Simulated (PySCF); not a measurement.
C₂H₉NSiTe, singlet, geometry from GFN2-xTB (all electrons, no relativity), with bond 13-11 at 2.4 times its length; CASCI(2,3)/STO-3G (PySCF).

Here is a job for PySCF.
```python
from pyscf import gto, scf, mcscf
import numpy

mol = gto.M(
    atom='''
Te   -0.192751   -0.016311    0.814988
N     0.506094   -1.384423   -0.574336
C     1.826264   -1.087986   -1.065891
C    -0.406166   -1.616628   -1.662944
H     2.188495   -1.943853   -1.641023
H     1.855884   -0.203927   -1.719636
H     2.496894   -0.928311   -0.224186
H    -0.491824   -0.756745   -2.344281
H    -0.053061   -2.472938   -2.243120
H    -1.391267   -1.851042   -1.264682
Si   -0.383323    1.980933   -0.688699
H    -0.731356    3.092012    0.186985
H    -2.871896    1.603098   -3.145399
H     0.872796    2.275058   -1.381965
''',
    basis='sto-3g',
    charge=0,
    spin=0,
    verbose=4,
)

mf = scf.RHF(mol)
mf.kernel()
mc = mcscf.CASCI(mf, 3, 2)
mc.fix_spin_(ss=0.0)
mc.kernel()
occ = numpy.linalg.eigvalsh(mc.fcisolver.make_rdm1(mc.ci, mc.ncas, mc.nelecas))[::-1]
ss = mc.fcisolver.spin_square(mc.ci, mc.ncas, mc.nelecas)[0]
print('natural occupations', occ.round(4), ' <S^2>', round(ss, 4))
```

Q: Predict the main parts of the log of this PySCF run.

A: 
```
PySCF version 2.14.0

[INPUT] verbose = 4
[INPUT] num. atoms = 14
[INPUT] num. electrons = 94
[INPUT] charge = 0
[INPUT] spin (= nelec alpha-beta = 2S) = 0
[INPUT] symmetry False subgroup None
[INPUT] Mole.unit = angstrom
[INPUT] Symbol           X                Y                Z      unit          X                Y                Z       unit  Magmom
[INPUT]  1 Te    -0.192751000000  -0.016311000000   0.814988000000 AA   -0.364246600236  -0.030823322818   1.540104114807 Bohr   0.0
[INPUT]  2 N      0.506094000000  -1.384423000000  -0.574336000000 AA    0.956379053286  -2.616180310549  -1.085337743478 Bohr   0.0
[INPUT]  3 C      1.826264000000  -1.087986000000  -1.065891000000 AA    3.451138791153  -2.055995567361  -2.014242068639 Bohr   0.0
[INPUT]  4 C     -0.406166000000  -1.616628000000  -1.662944000000 AA   -0.767542501110  -3.054984165303  -3.142508720489 Bohr   0.0
[INPUT]  5 H      2.188495000000  -1.943853000000  -1.641023000000 AA    4.135656174980  -3.673349796414  -3.101084034112 Bohr   0.0
[INPUT]  6 H      1.855884000000  -0.203927000000  -1.719636000000 AA    3.507112478962  -0.385366179404  -3.249641073943 Bohr   0.0
[INPUT]  7 H      2.496894000000  -0.928311000000  -0.224186000000 AA    4.718445822070  -1.754253548421  -0.423650140962 Bohr   0.0
[INPUT]  8 H     -0.491824000000  -0.756745000000  -2.344281000000 AA   -0.929412661488  -1.430040796134  -4.430049049022 Bohr   0.0
[INPUT]  9 H     -0.053061000000  -2.472938000000  -2.243120000000 AA   -0.100270757896  -4.673175543030  -4.238882464534 Bohr   0.0
[INPUT] 10 H     -1.391267000000  -1.851042000000  -1.264682000000 AA   -2.629113596145  -3.497962425067  -2.389902614667 Bohr   0.0
[INPUT] 11 Si    -0.383323000000   1.980933000000  -0.688699000000 AA   -0.724375487247   3.743420841113  -1.301452492262 Bohr   0.0
[INPUT] 12 H     -0.731356000000   3.092012000000   0.186985000000 AA   -1.382062539557   5.843055853869   0.353350439402 Bohr   0.0
[INPUT] 13 H     -2.871896000000   1.603098000000  -3.145399000000 AA   -5.427096898234   3.029416170838  -5.943942662481 Bohr   0.0
[INPUT] 14 H      0.872796000000   2.275058000000  -1.381965000000 AA    1.649345402616   4.299236537501  -2.611535363735 Bohr   0.0

nuclear repulsion = 577.899296526895
number of shells = 34
number of NR pGTOs = 180
number of NR cGTOs = 60
basis = sto-3g
ecp = {}

******** <class 'pyscf.scf.hf.RHF'> ********
method = RHF
initial guess = minao
damping factor = 0
level_shift factor = 0
DIIS = <class 'pyscf.scf.diis.CDIIS'>
diis_start_cycle = 1
diis_space = 8
diis_damp = 0
SCF conv_tol = 1e-09
SCF conv_tol_grad = None
SCF max_cycles = 50
direct_scf = True
direct_scf_tol = 1e-13
Set gradient conv threshold to 3.16228e-05
Initial guess from minao.
init E= -6946.16459370044
  HOMO = -0.253684292389233  LUMO = -0.216758302825484  gap/eV = 1.00481
cycle= 1 E= -6965.9005393065  delta_E= -19.7  |g|= 0.579  |ddm|=  4.6
  HOMO = -0.0735964554392871  LUMO = 0.00771521195997638  gap/eV = 2.21260
cycle= 2 E= -6965.97654578809  delta_E= -0.076  |g|= 0.381  |ddm|= 3.15
  HOMO = -0.0610366222875357  LUMO = 0.0554255674855962  gap/eV = 3.16910
cycle= 3 E= -6966.13213602527  delta_E= -0.156  |g|= 0.219  |ddm|= 2.28
  HOMO = -0.115440617869995  LUMO = 0.0413315641542024  gap/eV = 4.26599
cycle= 4 E= -6966.17574258255  delta_E= -0.0436  |g|= 0.111  |ddm|= 1.03
  HOMO = -0.131290501588614  LUMO = 0.0476753564802505  gap/eV = 4.86991
cycle= 5 E= -6966.18530905869  delta_E= -0.00957  |g|= 0.0283  |ddm|= 0.341
  HOMO = -0.137254157179118  LUMO = 0.0534174155961382  gap/eV = 5.18844
cycle= 6 E= -6966.18672576958  delta_E= -0.00142  |g|= 0.00951  |ddm|= 0.17
  HOMO = -0.136375589647246  LUMO = 0.0519558399701084  gap/eV = 5.12476
cycle= 7 E= -6966.18690145786  delta_E= -0.000176  |g|= 0.00308  |ddm|= 0.0685
  HOMO = -0.135748500320323  LUMO = 0.0520809021721148  gap/eV = 5.11110
cycle= 8 E= -6966.18691595752  delta_E= -1.45e-05  |g|= 0.000686  |ddm|= 0.0174
  HOMO = -0.136108192118025  LUMO = 0.0522599198524191  gap/eV = 5.12576
cycle= 9 E= -6966.18691681116  delta_E= -8.54e-07  |g|= 0.000176  |ddm|= 0.00507
  HOMO = -0.136055933921544  LUMO = 0.0522221992539227  gap/eV = 5.12331
cycle= 10 E= -6966.18691685178  delta_E= -4.06e-08  |g|= 5.63e-05  |ddm|= 0.000941
  HOMO = -0.136043797217491  LUMO = 0.0522132423478497  gap/eV = 5.12273
cycle= 11 E= -6966.18691685643  delta_E= -4.65e-09  |g|= 1.77e-05  |ddm|= 0.000322
  HOMO = -0.136043275502542  LUMO = 0.0522198493400864  gap/eV = 5.12290
cycle= 12 E= -6966.18691685686  delta_E= -4.33e-10  |g|= 5.85e-06  |ddm|= 9.61e-05
  HOMO = -0.136045422796701  LUMO = 0.0522184268730861  gap/eV = 5.12292
Extra cycle  E= -6966.18691685688  delta_E= -2e-11  |g|= 4.83e-06  |ddm|= 2.86e-05
converged SCF energy = -6966.18691685688

******** <class 'pyscf.mcscf.casci.CASCI'> ********
CAS (1e+1e, 3o), ncore = 46, nvir = 11
natorb = False
canonicalization = True
sorting_mo_energy = False
******** <class 'pyscf.fci.addons.SpinPenaltyFCISolver'> ********
max. cycles = 200
conv_tol = 1e-08
davidson only = True
linear dependence = 1e-12
level shift = 0.001
max iter space = 12
nroots = 1
pspace_size = 400
spin = None
Density matrix diagonal elements [1.15144174 0.84679123 0.00176703]
CASCI converged
CASCI E = -6966.36039386285  E(CI) = -0.832801939044657  S^2 = 0.0000000
natural occupations [1.153 0.847 0.   ]  <S^2> 0.0
```
